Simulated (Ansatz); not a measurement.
Relaxation of CH3AlF2O (8 atoms, charge 0, multiplicity 1), to a largest force component of 0.015 eV/Å in at most 40 steps.

These are results of RKS BLYP/def2-SVP in Ansatz, not measurements.

```xyz
8
Properties=species:S:1:pos:R:3
C -0.261 0.817 0.806
O -0.827 0.415 -0.436
Al 0.172 -0.989 -1.080
F -0.135 -2.672 -0.614
F 1.637 -0.670 -2.129
H 0.730 1.261 0.681
H -0.327 0.061 1.568
H -0.898 1.720 1.148
```

Problem. Where does it end, and by what steps?

Solution. It converged. The force dipped under the threshold on the way, but the program's further checks kept it going. After 19 steps the energy has fallen by 1.016 eV; O2 moved furthest, 1.04 Å.

```csv
step,energy less start (eV),largest force component (eV/Å),accepted
0,0.0000,2.680,yes
1,-0.5684,1.549,yes
2,-0.8075,0.694,yes
3,-0.9125,0.435,yes
4,-0.9567,0.146,yes
5,-0.9707,0.132,yes
6,-0.9964,0.135,yes
7,-1.0025,0.086,yes
8,-0.9685,0.697,no
9,-1.0111,0.052,yes
10,-1.0111,0.131,no
11,-1.0127,0.076,yes
12,-1.0148,0.011,yes
13,-1.0151,0.017,yes
14,-1.0153,0.042,yes
15,-1.0154,0.022,yes
16,-1.0155,0.021,yes
17,-1.0156,0.014,yes
18,-1.0152,0.036,no
19,-1.0156,0.006,yes
```

```xyz
8
Properties=species:S:1:pos:R:3
C -0.250 0.915 0.896
O -0.450 -0.307 0.211
Al 0.248 -1.173 -1.061
F -0.416 -2.639 -1.487
F 1.575 -0.628 -1.912
H 0.619 1.495 0.510
H -0.079 0.723 1.979
H -1.155 1.556 0.809
```

Time of the run: 62 s on 1 thread of Arm Neoverse V2 (shared host), peak memory 0.16 GiB.
